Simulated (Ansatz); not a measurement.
Species: C$_{3}$H$_{6}$Si, SMILES `C=[Si]1CC1` (charge 0, multiplicity 1).

Problem. Give a relaxed geometry from PBE-D3(BJ)/def2-TZVP run with Ansatz (a program for electronic structure).

Solution. the end point of this relaxation (outside a Z-matrix the atoms follow the SMILES, hydrogens last).
Bonds (Å): C1–Si2 1.706, C1–H5 1.089, C1–H6 1.090, Si2–C3 1.831, Si2–C4 1.831, C3–C4 1.602, C3–H7 1.094, C3–H8 1.094, C4–H9 1.093, C4–H10 1.094. Angles (°): Si2–C1–H5 121.3, Si2–C1–H6 121.3, H5–C1–H6 117.5, C1–Si2–C3 154.1, C1–Si2–C4 154.1, C3–Si2–C4 51.9, Si2–C3–C4 64.1, Si2–C3–H7 120.8, Si2–C3–H8 120.8, C4–C3–H7 115.3, C4–C3–H8 115.3, H7–C3–H8 111.9, Si2–C4–C3 64.1, Si2–C4–H9 120.8, Si2–C4–H10 120.7, C3–C4–H9 115.3, C3–C4–H10 115.4, H9–C4–H10 111.9.
